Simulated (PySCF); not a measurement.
Compound: C3H5ClOSi.
SMILES: `CC1=C(Cl)O[SiH2]1`

Level of theory: PBE0-D3(BJ)/def2-SVP geometry optimisation, gas phase (PySCF 2.14.0).

Take the most abundant isotopes and a rigid rotor. 

(1) What are A, B and C (MHz)?

(2) Classify the top.

(3) What does the inertial defect say?

(4) Give the coordinates in the principal-axis frame, origin at the centre of mass.

(5) Where do the levels up to J = 4 lie, in MHz?

(6) Which lines would a microwave search look for?

Results:

(1) Ia = 141.02, Ib = 262.89, Ic = 394.70 u·Å²; 505379 MHz·u·Å²/I gives A = 3584, B = 1922, C = 1280 MHz.

(2) An asymmetric top; Ray's κ = -0.443.

(3) Not planar: Δ = Ic − Ia − Ib = -9.20 u·Å². For a rigid frame Δ = −2 Σ m c², so Σ m c² = 4.60 u·Å² lies off the ab plane, practically all of it from hydrogen. The atom farthest from that plane is 1.24 Å away.

(4) The sense of each axis is arbitrary; atoms in the order of the calculation.
```tsv
atom	mass (u)	a (Å)	b (Å)	c (Å)
C1	12.000	0.234	-2.334	0.004
C2	12.000	0.537	-0.883	-0.001
C3	12.000	-0.281	0.197	0.006
Cl4	34.969	-1.994	0.273	-0.003
O5	15.995	0.390	1.379	0.011
Si6	27.977	1.852	0.412	-0.005
H7	1.008	0.669	-2.848	-0.869
H8	1.008	0.631	-2.832	0.903
H9	1.008	-0.855	-2.498	-0.019
H10	1.008	2.676	0.656	1.209
H11	1.008	2.645	0.671	-1.237
```

(5) Above 0(0,0):
J = 1: 1(0,1) 3203, 1(1,1) 4864, 1(1,0) 5506
J = 2: 2(0,2) 9455, 2(1,2) 10628, 2(1,1) 12554, 2(2,1) 17538, 2(2,0) 17691
J = 3: 3(0,3) 18502, 3(1,3) 19187, 3(1,2) 23015, 3(2,2) 27147, 3(2,1) 27862, 3(3,1) 37145, 3(3,0) 37169
J = 4: 4(0,4) 30125, 4(1,4) 30466, 4(1,3) 36727, 4(2,3) 39837, 4(2,2) 41737, 4(3,2) 50205, 4(3,1) 50364, 4(4,1) 63868, 4(4,0) 63871
Those of J = 1 are B + C, A + C and A + B.

(6) The dipole components are |μa| = 1.70 D, |μb| = 1.55 D, |μc| = 0.01 D. The squared components, which scale the intensities, stand as 1.00 : 0.83 : 0.00 (a : b : c). Some of the stronger lines:

```tsv
type	branch	J(Ka,Kc)	MHz	lower level (cm⁻¹)
a	Q	3(2,1) ← 3(2,2)	715	0.906
a	Q	3(1,2) ← 3(1,3)	3828	0.640
b	R	1(1,1) ← 0(0,0)	4864	0.000
b	Q	2(2,0) ← 2(1,1)	5137	0.419
b	R	3(1,2) ← 2(2,1)	5477	0.585
a	R	2(0,2) ← 1(0,1)	6253	0.107
b	Q	2(2,1) ← 2(1,2)	6910	0.355
a	R	2(1,1) ← 1(1,0)	7048	0.184
a	R	3(0,3) ← 2(0,2)	9046	0.315
b	Q	3(3,0) ← 3(2,1)	9307	0.929
b	R	3(1,3) ← 2(0,2)	9731	0.315
b	Q	3(3,1) ← 3(2,2)	9999	0.906
b	R	3(2,2) ← 2(1,1)	14593	0.419
b	R	3(2,1) ← 2(1,2)	17234	0.355
b	R	3(3,0) ← 2(2,1)	19631	0.585
```

Not checked by PBE0-D3(BJ)/def2-SVP frequencies. Zero-point vibration and centrifugal distortion are left out. A rigid rotor knows nothing of internal rotation, which can split or shift real lines. Quadrupole hyperfine structure (35Cl) is left out.
